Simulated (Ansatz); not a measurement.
One geometry of Te₃Pd₂, several levels of theory.

```yaml
crystal:
  periodic: [false, false, false]
  atoms:
    - {symbol: Pd, position_ang: [-0.215105, 1.310910, 0.660836]}
    - {symbol: Pd, position_ang: [1.208581, -0.854225, -0.105383]}
    - {symbol: Te, position_ang: [-0.443069, -1.007278, 2.021648]}
    - {symbol: Te, position_ang: [0.736932, 1.142403, -1.857391]}
    - {symbol: Te, position_ang: [-1.287338, -0.591810, -0.719700]}
basis:
  gaussian: {orbitals: STO-3G}
hamiltonian: {xc: hf}
scf: {omitted_lower_state_checks: [starts]}
output: {orbitals: {seedname: orbitals}}
```

The file start.molden holds the orbitals of an earlier run on this structure, at another level or in another basis.

```sh
$ ansatz run in.yaml --threads 4 --pin off --events-out ev --progress --plain --max-ram 4787MiB
```

It prints (some lines left out):

```
Functional definition: HF
1554 factors; integrals over basis functions are off by at most 2.5e-4 eV
mean field evaluation 1: about -800546.9385 eV, gradient 5.3e1 eV
mean field evaluation 2: about -800546.9682 eV, gradient 5.3e1 eV
mean field evaluation 4: about -800562.0559 eV, gradient 8.3e0 eV
mean field evaluation 8: about -800563.8031 eV, gradient 6.3e-1 eV
mean field -800563.81646111 eV, -29420.1776133014 hartree, gradient 5.3e-5 eV, S^2 0.000000; 0 other end points of the search recorded, 0 dependent functions left out
reference -800563.81646111 eV, -29420.1776133014 hartree; 124, 124 occupied and 11, 11 virtual orbitals, 1554 factors
Total energy: -800563.81646111 eV, -29420.1776133014 hartree
Checks for a lower state left out: starts
```

Hardware: 4 threads of Arm Neoverse V2 on a shared host. Wall time 7 s, peak host memory 0.79 GiB.

As the first input, with `gaussian: {orbitals: def2-TZVP, initial_orbitals: start.molden}`, `hamiltonian: {xc: pbe, dispersion: d4}`, `output: {forces: true, orbitals: {seedname: orbitals}}` (abridged; 4.8 s):

```
Functional definition: PBE
mean field -28847.59049694 eV, -1060.1293971633 hartree, gradient 1.8e-5 eV, S^2 0.000000
Total energy: -28848.07624900 eV, -1060.1472482223 hartree
Atom 0 force    -0.072723    -0.027549    -0.036636 eV/Å
Atom 1 force    -0.066100    -0.036088    -0.041394 eV/Å
Atom 2 force     0.033636     0.105049    -0.232494 eV/Å
Atom 3 force    -0.096468    -0.134062     0.197523 eV/Å
Atom 4 force     0.201656     0.092649     0.113001 eV/Å
Dipole moment:    -0.070977    -0.032619    -0.039721 e Å
Checks for a lower state left out: starts
```

First input, but with `gaussian: {orbitals: def2-SVP, initial_orbitals: start.molden}`, `hamiltonian: {xc: pbe0, dispersion: d4}` (abridged; 4.2 s):

```
Functional definition: PBE0
mean field -28843.66415047 eV, -1059.9851065920 hartree, gradient 3.1e-5 eV, S^2 0.000000
Total energy: -28844.07993868 eV, -1060.0003865269 hartree
Checks for a lower state left out: starts
```

As the first input, with `gaussian: {orbitals: def2-TZVP, initial_orbitals: start.molden}`, `hamiltonian: {xc: hse06, dispersion: d4}` (abridged; 8 s):

```
Functional definition: HSE06
mean field -28846.38737117 eV, -1060.0851831069 hartree, gradient 1.4e-5 eV, S^2 0.000000
Total energy: -28846.79533827 eV, -1060.1001756214 hartree
Checks for a lower state left out: starts
```

Geometry: r2SCAN-D4/def2-SVP.

In the def2 sets Pd, Te take a core potential, while STO-3G treats all electrons; there is no spin–orbit coupling. HSE06 is defined as in plane-wave codes, on full-range PBE exchange. The restricted singlet is unstable towards broken spin symmetry in Hartree–Fock (as tested in another run); at HF/STO-3G, PBE-D4/def2-TZVP, PBE0-D4/def2-SVP, HSE06-D4/def2-TZVP this wasn't settled. No other spin state of charge 0 was run. The structure comes from a short search, and lower isomers may exist.
